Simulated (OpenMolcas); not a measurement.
Co3+.

- Program: OpenMolcas 26.06
- Basis: ANO-R3 [8s5p5d3f2g1h]
- Scalar Hamiltonian: X2C, finite nucleus
- Active space: 6 electrons in 5 orbitals (3d)
- State averaging: 2S+1 = 5 even, 5 roots; 2S+1 = 3 even, 45 roots; 2S+1 = 1 even, 50 roots
- Spin-orbit coupling: state interaction with AMFI integrals over the reference wave functions, term energies averaged over their components

Two sets of levels on these reference wave functions, in cm⁻¹ above 3d⁶ ⁵D₄: one from CASSCF and one from MS-CASPT2, IPEA 0.25 Eh, imaginary shift 0.1 Eh (closed shells correlated: 3s 3p).

```
     Level  Set 1  Set 2
   3d⁶ ⁵D₄    0.0    0.0
   3d⁶ ⁵D₃    622    626
   3d⁶ ⁵D₂   1060   1060
   3d⁶ ⁵D₁   1343   1337
   3d⁶ ⁵D₀   1481   1473
   3d⁶ ³H₆  26200  23680
   3d⁶ ³H₅  26520  23980
   3d⁶ ³H₄  26750  24180
3d⁶ ³P₂(1)  28610  22560
3d⁶ ³F₄(1)  29970  25280
3d⁶ ³F₃(1)  30320  25590
3d⁶ ³P₁(1)  30440  24380
3d⁶ ³F₂(1)  30590  25830
3d⁶ ³P₀(1)  31190  25130
   3d⁶ ³G₅  33060  29040
   3d⁶ ³G₄  33650  29590
```

Which set is which?

Set 2 is MS-CASPT2. Its levels of the other terms of 3d⁶ lie at 0.79 to 0.90 of the other set's values, as expected, since terms of lower spin or lower L gain more correlation energy than the Hund ground term. Against 14 measured levels (Sugar and Corliss, J. Phys. Chem. Ref. Data 10, 1097 (1981)) the mean absolute deviation is 120 cm-1 with it and 3300 cm-1 without; single levels miss by up to 350 cm-1 with it.

Term energies are means over components that CASPT2 splits; among the terms shown or strongly mixed into the levels shown the widest spread is 250 cm-1 (3d⁶ ³G, MS-CASPT2). Without dynamic correlation excited terms often stand tens of per cent too high (terms of higher spin than the ground term too low), and those without a measured partner can miss by more than the paired ones (holds for CASSCF). Computed and measured levels are paired by configuration, term and J; levels that our copy of the source lacks, or whose pairing is in doubt (as where it misses far off the trend of its configuration), stay unpaired and out of the deviations. Levels of configurations outside the active space are missing. Levels that lie high or do not pair safely by name in every column are left out.

A number in round brackets counts repeated terms of one configuration in the order of the reference energies.
